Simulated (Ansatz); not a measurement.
Compare A (`C=C1[SiH2]C1Cl`) with its isomer B (`C=C=C([SiH3])Cl`).

Calculated with Ansatz (gas phase, PBE0-D4/def2-TZVP geometries, no zero-point term in ΔE). CCSD(T)/CBS adds triple-zeta CCSD(T) − MP2 to the extrapolated MP2 energy (def2 sets, frozen cores). Functionals use def2-TZVPP. B3LYP here is the variant with VWN-RPA as its local correlation; programs differ in this.

(1) Which is lower in electronic energy at CCSD(T)/CBS, and by how much? (Estimate.)

(2) Give E(B) − E(A) in kJ/mol with ωB97M-V, PBE-D4, r2SCAN-D4, CCSD/def2-TZVPP, B3LYP, B3LYP-D4, MP2/def2-TZVPP. (Best estimate.)

Largest T1 diagnostic: 0.012.

Answers

(1) Computed: B, by 35.5 kJ/mol.

(2) The calculation gave: ωB97M-V -35.0, PBE-D4 -30.9, r2SCAN-D4 -35.5, CCSD/def2-TZVPP -40.1, B3LYP -49.6, B3LYP-D4 -47.5, MP2/def2-TZVPP -31.3. None reverses the order clearly.

In def2-TZVPP, CCSD(T) changes the Hartree–Fock value by +22.2 kJ/mol (the triples alone add +1.3 kJ/mol) and MP2 by +29.8 kJ/mol. From PBE to PBE0 (25 % exact exchange), in def2-TZVPP and without D4, E(B) − E(A) moves by +3.9 kJ/mol.
